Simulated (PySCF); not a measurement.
Vanadium: a sound run and one with changed settings

Sound run: V⁺ [Ar] 3d4, V²⁺ [Ar] 3d3. Calculation: PySCF 2.14, in 6-31G*; no relativity, point nucleus. The sound run starts from symmetry-adapted Hartree-Fock orbitals and uses a fine grid where one is needed.

A second run was set up differently.

```json
{"species": "V⁺", "method": "UHF", "sound run (hartree)": "n/a", "changed run (hartree)": "-942.55010", "converged": "no"}
{"species": "V⁺", "method": "PBE0", "sound run (hartree)": "-943.34051", "changed run (hartree)": "-943.34006", "converged": "yes"}
{"species": "V⁺", "method": "M06-L", "sound run (hartree)": "-943.49899", "changed run (hartree)": "-943.49626", "converged": "yes"}
{"species": "V²⁺", "method": "UHF", "sound run (hartree)": "-942.08761", "changed run (hartree)": "-942.08761", "converged": "yes"}
{"species": "V²⁺", "method": "PBE0", "sound run (hartree)": "-942.82072", "changed run (hartree)": "-942.82044", "converged": "yes"}
{"species": "V²⁺", "method": "M06-L", "sound run (hartree)": "-942.99591", "changed run (hartree)": "-942.98441", "converged": "yes"}
```

Ionisation energy of V⁺:

```tsv
method	sound run (eV)	changed run (eV)
PBE0	14.144	14.139
M06-L	13.689	13.928
```

**Question.** What was changed?
A. basis contracted for another Hamiltonian
B. radial grid too coarse
C. minimal basis
D. a valence shell is frozen

**Answer.** B. It used radial step 0.3 in ln r (0.13 in the sound run). A coarse radial grid mis-integrates the density and the exchange-correlation energy, with errors of either sign; Hartree-Fock needs no grid.
